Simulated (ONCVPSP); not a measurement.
## How hard is this V (Z = 23) ONCV potential?

V (Z = 23), optimised norm-conserving Vanderbilt (ONCV), made with ONCVPSP 4.0.1 (LDA (Perdew-Zunger), scalar-relativistic). Core [Ar], reference 3d3 4s1 (charge +1). Waves: 4s: rc 2.85 bohr, ncon 3, nbas 6, qcut 2.5 1/bohr, 1 projector; p scattering state at 0.4 Ha: rc 2.60 bohr, ncon 4, nbas 8, qcut 3.6 1/bohr, 3 projectors, debl 3.6 Ha; 3d: rc 1.50 bohr, ncon 4, nbas 9, qcut 10.1 1/bohr, 3 projectors, debl 3.4 Ha. Local part: polynomial inside 1.25 bohr (lpopt 5, dvloc0 -1 Ha). Core correction: polynomial model core, fcfact 0.65.

In the p channel the program set the typed energies aside and used 0.050, 3.650, 7.250 Ha.

Question: For each optimised wave give the share of its norm inside rc, the residual kinetic energy above qcut (Ha) and the cutoffs (Ha) for errors of 10, 1, 0.1 and 0.01 mHa per electron.

Answer:

| wave | norm inside rc | residual KE | 10 mHa | 1 mHa | 0.1 mHa | 0.01 mHa |
| --- | --- | --- | --- | --- | --- | --- |
| 4s | 0.484 | 4.8e-04 | 1.6 | 2.8 | 8.7 | 16.2 |
| p projector 1 | 0.135 | 3.0e-06 | 1.0 | 3.3 | 4.8 | 5.8 |
| p projector 2 | 0.161 | 4.8e-02 | 8.9 | 24.4 | 38.0 | 43.0 |
| p projector 3 | 0.099 | 3.1e-01 | 15.4 | 25.3 | 42.8 | 56.9 |
| 3d | 0.652 | 3.9e-06 | 32.5 | 39.4 | 44.7 | 49.0 |
| d projector 2 | 0.121 | 5.5e-05 | 36.1 | 43.4 | 49.4 | 114.5 |
| d projector 3 | 0.113 | 4.4e-04 | 41.3 | 48.7 | 68.2 | 142.4 |

The occupied waves need 39 Ha and 45 Ha for 1 and 0.1 mHa. Note: ghosts flagged at negative energy: s at -94.9 eV; GHOST(+) flagged for p at 193.2 eV. A true bound ghost makes a file unfit for plane-wave use. 1 of 4 tests not solved or not reliable.
